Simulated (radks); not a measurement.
Results of a calculation; reference values are marked as such.
Species: the platinum ion Pt29+. Configuration: [Kr] 4d10 4f3.

Level of theory: scalar-relativistic Kohn-Sham, PBE, spin-polarised, spherical densities, finite nucleus; open shells are filled with parallel spins first (spin-orbit coupling, left out, can overturn this in heavy ions); Fermi nuclear charge, rms radius 5.427 fm (a radial shooting solver on a logarithmic mesh with Libxc functionals).

Energy parts (Ry):
total: -36005.3446
kinetic: 40230.0551
electron-nucleus: -85685.8316
Hartree: 10077.8335
exchange-correlation: -627.4017

Orbitals (lengths in bohr, moments of r in powers of bohr; <r^-3> diverges for s and p1/2; r(90%) holds 90 % of the orbital's charge):
| orbital | occ. | eigenvalue (Ry) | r(90%) | <r^-3> | <r^4> | <r> |
|---|---|---|---|---|---|---|
| 1s up | 1 | -5836.259 | 0.0313 | - | 4.521e-07 | 0.01715 |
| 1s down | 1 | -5836.260 | 0.0313 | - | 4.521e-07 | 0.01715 |
| 2s up | 1 | -1086.826 | 0.112 | - | 0.00006666 | 0.07238 |
| 2s down | 1 | -1086.817 | 0.112 | - | 0.00006665 | 0.07238 |
| 2p up | 3 | -952.0492 | 0.106 | 24220 | 0.00005372 | 0.06525 |
| 2p down | 3 | -952.0424 | 0.106 | 24220 | 0.00005371 | 0.06525 |
| 3s up | 1 | -312.4720 | 0.273 | - | 0.002380 | 0.1867 |
| 3s down | 1 | -312.2003 | 0.273 | - | 0.002374 | 0.1865 |
| 3p up | 3 | -273.1615 | 0.280 | 5550 | 0.002589 | 0.1875 |
| 3p down | 3 | -272.8865 | 0.280 | 5560 | 0.002581 | 0.1874 |
| 3d up | 5 | -230.6193 | 0.263 | 693.1 | 0.001978 | 0.1698 |
| 3d down | 5 | -230.4105 | 0.263 | 694.4 | 0.001970 | 0.1696 |
| 4s up | 1 | -120.0430 | 0.563 | - | 0.04379 | 0.3960 |
| 4s down | 1 | -119.6391 | 0.563 | - | 0.04394 | 0.3963 |
| 4p up | 3 | -106.3326 | 0.594 | 1541 | 0.05376 | 0.4140 |
| 4p down | 3 | -105.9492 | 0.594 | 1534 | 0.05398 | 0.4145 |
| 4d up | 5 | -90.06710 | 0.618 | 180.5 | 0.06166 | 0.4217 |
| 4d down | 5 | -89.68629 | 0.619 | 179.5 | 0.06205 | 0.4223 |
| 4f up | 3 | -72.79511 | 0.613 | 41.11 | 0.05799 | 0.4056 |
| 4f down | 0 | -72.36282 | 0.615 | 40.98 | 0.05869 | 0.4065 |

The highest occupied level is 4f up at -990.43 eV. Spin moment in Bohr magnetons: 3. For comparison, the ionisation energy in NIST's Atomic Spectra Database is 1040 eV (theoretical). In exact Kohn-Sham theory the highest level is minus the ionisation energy, but local and semilocal functionals leave it too shallow, through self-interaction and a potential that decays too fast; potentials with the right tail come closer. The spin density at the nucleus is -20.82 e/bohr^3 (1s 0.07, 2s -4.02, 3s -44.02, 4s 27.15). The electron density at the nucleus is 2.115e+06 e/bohr^3 (large components only).
